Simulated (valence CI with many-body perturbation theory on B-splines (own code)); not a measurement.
Results of a calculation; reference values are marked as such.
Ladder of approximations for Pb LXXV

Level of theory: relativistic CI+MBPT: six valence electrons over a frozen Dirac-Fock core [He], radial functions for each j: 9 s, 9 p, 8 d, 6 f, 3 g, 1 h, with the one-electron correlation potential Σ1 (screened to all orders), the two-electron term Σ2, the three-electron term Σ3, Breit, model QED; selected single and double excitations, second order for the rest, scaled by the run's own slope (own B-spline code, finite nucleus).

The last digits are not significant, and no measured levels were compared; by estimate large intervals hold to a few tenths of a per cent, small ones and those within an open d or f shell to about a per cent. Among the levels kept, up to 1900 cm⁻¹ of a level comes from second order outside the variational space, and about a tenth of that is noise between levels of different J, which matters for small intervals.

Each rung adds one term. CI alone is the Dirac-Coulomb CI over the frozen core; QED comes last and gives the full result, which names the levels. Energies are above (2s^2 2p1/2^2 2p3/2^2) J=2 on the same rung, in eV.

Levels are named by their leading jj configuration (3d3/2^4 stands for four electrons in 3d with j = 3/2), which in mixed levels can hold well under half, so a name can repeat and another be missing.

```csv
Level,CI alone
(2s^2 2p1/2^2 2p3/2^2) J=0,59
(2s^2 2p1/2 2p3/2^3) J=1,2282
(2s^2 2p1/2 2p3/2^3) J=2,2311
(2s 2p1/2^2 2p3/2^3) J=2,2771
(2s 2p1/2^2 2p3/2^3) J=1,2865
(2s^2 2p3/2^4) J=0,4619
(2s 2p1/2 2p3/2^4) J=0,5067
(2s 2p1/2 2p3/2^4) J=1,5115
(2p1/2^2 2p3/2^4) J=0,5676
(2s^2 2p1/2^2 2p3/2 3s) J=2,10639
(2s^2 2p1/2^2 2p3/2 3s) J=1,10649
(2s^2 2p1/2^2 2p3/2 3p1/2) J=1,10782
(2s^2 2p1/2^2 2p3/2 3p1/2) J=2,10786
(2s^2 2p1/2^2 2p3/2 3p3/2) J=3,11442
(2s^2 2p1/2^2 2p3/2 3p3/2) J=1,11441
(2s^2 2p1/2^2 2p3/2 3p3/2) J=2,11474
```

What do these energies become with core correlation, Breit and QED?

(2s^2 2p1/2^2 2p3/2^2) J=0 71 (+12.0); (2s^2 2p1/2 2p3/2^3) J=1 2262 (-19.8); (2s^2 2p1/2 2p3/2^3) J=2 2280 (-30.8); (2s 2p1/2^2 2p3/2^3) J=2 2742 (-29.7); (2s 2p1/2^2 2p3/2^3) J=1 2839 (-25.8); (2s^2 2p3/2^4) J=0 4576 (-42.7); (2s 2p1/2 2p3/2^4) J=0 5018 (-48.6); (2s 2p1/2 2p3/2^4) J=1 5059 (-55.6); (2p1/2^2 2p3/2^4) J=0 5623 (-52.4); (2s^2 2p1/2^2 2p3/2 3s) J=2 10629 (-9.6); (2s^2 2p1/2^2 2p3/2 3s) J=1 10640 (-8.9); (2s^2 2p1/2^2 2p3/2 3p1/2) J=1 10774 (-7.7); (2s^2 2p1/2^2 2p3/2 3p1/2) J=2 10775 (-10.8); (2s^2 2p1/2^2 2p3/2 3p3/2) J=3 11423 (-18.9); (2s^2 2p1/2^2 2p3/2 3p3/2) J=1 11424 (-17.9); (2s^2 2p1/2^2 2p3/2 3p3/2) J=2 11457 (-17.2).

How does the ionisation energy move along the ladder, and which term matters most?

CI alone 20403, + Σ1 20403, + Σ2 20404, + Σ3 20403, + Breit 20382, + QED 20378 eV. The largest step is Breit, -22 eV. NIST lists 20380 ± 90 eV (theoretical).
